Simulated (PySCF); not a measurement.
**Energy of Co⁺ (cobalt, charge +1) between two integer charges**

The 3d beta orbital of [Ar] 3d8 is emptied in steps (occupation f), with all orbitals relaxed, ending at [Ar] 3d7. All numbers are calculated (PySCF 2.14, the non-relativistic Hamiltonian (point nucleus), in aug-cc-pVDZ (7s6p4d2f, 59 functions)). The exact energy is a straight line in f; departures are measured from the line between the end points of the same method.

| f | LDA (eV) | PBE (eV) |
| --- | --- | --- |
| 1 | 0.000 | 0.000 |
| 0.75 | -1.328 | -1.283 |
| 0.5 | -1.810 | -1.746 |
| 0.25 | -1.386 | -1.334 |
| 0 | 0.000 | 0.000 |

Problem. For LDA, how does the orbital energy at f = 1 compare with the removal energy?

Solution. −ε = 11.535 eV against a total-energy difference of 18.443 eV. By Janak's theorem ε = ∂E/∂f, so the gap between them reflects the curvature. Along the path −ε is 14.778 (f = 0.75), 18.288 (f = 0.5), 22.031 (f = 0.25) eV.

| method | E(f=0) − E(f=1) (eV) | −ε at f=1 (eV) | −ε at f=0.5 (eV) |
| --- | --- | --- | --- |
| LDA | 18.443 | 11.535 | 18.288 |
| PBE | 18.110 | 11.419 | 17.975 |

Reference removal energy between the ground levels: 17.084 eV (measured; NIST Atomic Spectra Database, ionization energies). The calculation has no spin-orbit coupling. The determinant left behind need not be the lowest term of the ion.
